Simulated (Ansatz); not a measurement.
Single points on WO2(OH)2 (WO4H2).

```yaml
crystal:
  periodic: [false, false, false]
  atoms:
    - {symbol: W, position_ang: [0.257510, 0.062743, 0.197410]}
    - {symbol: O, position_ang: [0.173924, 0.589095, 1.839466]}
    - {symbol: O, position_ang: [1.924714, -0.078285, -0.228026]}
    - {symbol: O, position_ang: [-0.550882, 1.357183, -0.935538]}
    - {symbol: H, position_ang: [-1.038083, 2.146306, -0.636580]}
    - {symbol: O, position_ang: [-0.588099, -1.633970, 0.060171]}
    - {symbol: H, position_ang: [-0.179084, -2.443082, -0.296913]}
basis:
  gaussian: {orbitals: def2-TZVP, initial_orbitals: start.molden}
hamiltonian: {xc: {name: B97M-V}}
scf: {omitted_lower_state_checks: [starts]}
output: {forces: true, orbitals: {seedname: orbitals}}
```

The file start.molden holds the orbitals of an earlier run on this structure, at another level or in another basis.

```sh
$ ansatz run in.yaml --threads 4 --pin off --events-out ev --progress --plain --max-ram 3916MiB
```

Output, abridged:

```
Functional definition: B97M-V
  name "B97M-V"
  cite "Mardirossian & Head-Gordon, J. Chem. Phys. 142, 074111 (2015) doi:10.1063/1.4907719"
  cite "Becke, J. Chem. Phys. 107, 8554 (1997) doi:10.1063/1.475007"
  cite "Vydrov & Van Voorhis, J. Chem. Phys. 133, 244103 (2010) doi:10.1063/1.3521275"
  # Of w^i u^j: cxij and so on, Table III.
  parameter cx00 = 1.000
  parameter cx01 = 1.308
  parameter cx02 = 1.901
  parameter cx10 = 0.416
  parameter cx11 = 3.070
  parameter css00 = 1.000
  parameter css02 = -1.855
  parameter css10 = -5.668
  parameter css32 = -20.497
  parameter css42 = -20.364
  parameter cos00 = 1.000
  parameter cos01 = 1.573
  parameter cos03 = -6.298
  parameter cos10 = 2.535
  parameter cos32 = -6.427
  parameter b = 6.0
  parameter c = 0.01
  gx(w, u) = cx00 + cx01*u + cx02*u^2 + (cx10 + cx11*u)*w
  gss(w, u) = css00 + css02*u^2 + css10*w + (css32*w^3 + css42*w^4)*u^2
  gos(w, u) = cos00 + cos01*u + cos03*u^3 + cos10*w + cos32*w^3*u^2
  exchange = spin_sum(e_x_unif_s*gx(b97_w, b97_u_x))
  correlation = spin_sum(e_c_pw_mod_same_spin*gss(b97_w, b97_u_same))
      + integral(e_c_pw_mod_opposite_spin*gos(b97_w_opposite, b97_u_opposite)) + vv10(b, c)
these checks for a lower state are left out or cut short: starts
1016 factors; their error is unknown
mean field evaluation 1: about -10053.0323 eV, gradient 1.7e1 eV
mean field evaluation 2: about -10053.2194 eV, gradient 2.3e-1 eV
mean field evaluation 4: about -10053.2190 eV, gradient 4.3e-4 eV
mean field -10053.21897689 eV, -369.4489830841 hartree, gradient 2.8e-5 eV, S^2 0.000000; 0 other end points of the search recorded, 0 dependent functions left out
the calculation of the forces begins
reference -10053.21903317 eV, -369.4489851523 hartree; 24, 24 occupied and 152, 152 virtual orbitals, 1016 factors
Total energy: -10053.21903317 eV, -369.4489851523 hartree
Atom 0 at     0.257510     0.062743     0.197410 Å, force     0.666949     0.163361     0.513329 eV/Å
Atom 1 at     0.173924     0.589095     1.839466 Å, force    -0.034282    -0.291086    -0.877009 eV/Å
Atom 2 at     1.924714    -0.078285    -0.228026 Å, force    -0.911336     0.061118     0.151375 eV/Å
Atom 3 at    -0.550882     1.357183    -0.935538 Å, force    -0.257406     0.337960     0.401979 eV/Å
Atom 4 at    -1.038083     2.146306    -0.636580 Å, force     0.419422    -0.706278    -0.198184 eV/Å
Atom 5 at    -0.588099    -1.633970     0.060171 Å, force     0.422496    -0.299556    -0.275509 eV/Å
Atom 6 at    -0.179084    -2.443082    -0.296913 Å, force    -0.305842     0.734480     0.284021 eV/Å
Dipole moment:    -0.478480    -0.116723    -0.367000 e Å
Checks for a lower state left out: starts
```

It took 7 s on 4 threads of Arm Neoverse V1 on a shared host.

As the first input, with `gaussian: {orbitals: def2-TZVPD, initial_orbitals: start.molden}`, `hamiltonian: {xc: r2scan, dispersion: d4}`, `output: {orbitals: {seedname: orbitals}}` (abridged; 4.6 s):

```
Functional definition: r2SCAN
mean field -10053.24588234 eV, -369.4499718411 hartree, gradient 9.3e-6 eV, S^2 0.000000
Total energy: -10053.28071645 eV, -369.4512519710 hartree
Checks for a lower state left out: starts
```

As the first input, with `gaussian: {orbitals: def2-SVP, initial_orbitals: start.molden}`, `hamiltonian: {xc: pbe, dispersion: d4}`, `output: {orbitals: {seedname: orbitals}}` (abridged; 0.9 s):

```
Functional definition: PBE
mean field -10038.44938019 eV, -368.9062104165 hartree, gradient 3.3e-5 eV, S^2 0.000000
Total energy: -10038.60022959 eV, -368.9117540297 hartree
Checks for a lower state left out: starts
```

First input, but with `gaussian: {orbitals: def2-SVP, initial_orbitals: start.molden}`, `hamiltonian: {xc: pbe0, dispersion: d4}`, `output: {orbitals: {seedname: orbitals}}` (abridged; 1.1 s):

```
Functional definition: PBE0
mean field -10035.82728537 eV, -368.8098502094 hartree, gradient 3.1e-5 eV, S^2 0.000000
Total energy: -10035.95484300 eV, -368.8145378657 hartree
Checks for a lower state left out: starts
```

First input, but with `gaussian: {orbitals: def2-TZVPD, initial_orbitals: start.molden}`, `hamiltonian: {xc: pbe, dispersion: d4}`, `output: {orbitals: {seedname: orbitals}}` (abridged; 2.5 s):

```
Functional definition: PBE
mean field -10049.13496305 eV, -369.2988983437 hartree, gradient 7.2e-5 eV, S^2 0.000000
Total energy: -10049.28581037 eV, -369.3044418805 hartree
Checks for a lower state left out: starts
```

First input, but with `hamiltonian: {xc: pbe}`, `correlation: {method: rpa}` and without the key `output` (abridged; 4 s):

```
Functional definition: PBE
mean field -10049.01463160 eV, -369.2944762444 hartree, gradient 6.4e-6 eV, S^2 0.000000
4 core orbitals not correlated: weight in the atoms' cores, before any rotation towards them, 1.000 or more for the frozen orbitals, at most 0.000 for the correlated occupied ones
Total energy: -10045.91894905 eV, -369.1807120091 hartree
Checks for a lower state left out: starts
```

First input, but with `correlation: {method: mp2}`, `output: {orbitals: {seedname: orbitals}}` and without the key `hamiltonian` (abridged; 1.9 s):

```
Functional definition: HF
mean field -9994.34518334 eV, -367.2854110771 hartree, gradient 1.2e-6 eV, S^2 0.000000
4 core orbitals not correlated: weight in the atoms' cores, before any rotation towards them, 1.000 or more for the frozen orbitals, at most 0.000 for the correlated occupied ones
second order -38.51684201 eV of doubles, -0.00000000 eV of singles
Total energy: -10032.86202535 eV, -368.7008789134 hartree
Checks for a lower state left out: starts
```

Geometry: PBE-D4/def2-SVP.

In the def2 sets W takes a core potential; there is no spin–orbit coupling. Correlated methods freeze 4 core orbitals; core or outer-core shells of W are correlated, in sets that lack core-valence functions. At MP2/def2-TZVP the test of the restricted singlet for broken spin symmetry was undecided.
